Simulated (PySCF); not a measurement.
Correlation energy of Tl+ (thallium, charge +1)

[Xe] 4f14 5d10 6s1 6p1, high-spin 3P determinant (an excited configuration). Computed with PySCF 2.14 in x2c-TZVPPall, with scalar relativity by spin-free X2C-1e. Frozen: [Xe] 4f14 5d10; 2 electrons correlated.

With two correlated electrons CCSD is exact within the correlated space (frozen core and kept virtual orbitals).

| level | correlation energy (mhartree) |
| --- | --- |
| CCSD | -2.92 |

Diagnostics: T1 = 0.0023, D1 = 0.0035, largest double amplitude 0.032.

Is a single reference adequate?

Yes, within this model without spin-orbit coupling: T1 lies below 0.03 and no double amplitude reaches 0.07.

The basis was made for the ground configuration and has no added diffuse functions, which can raise the energy of the promoted electron.
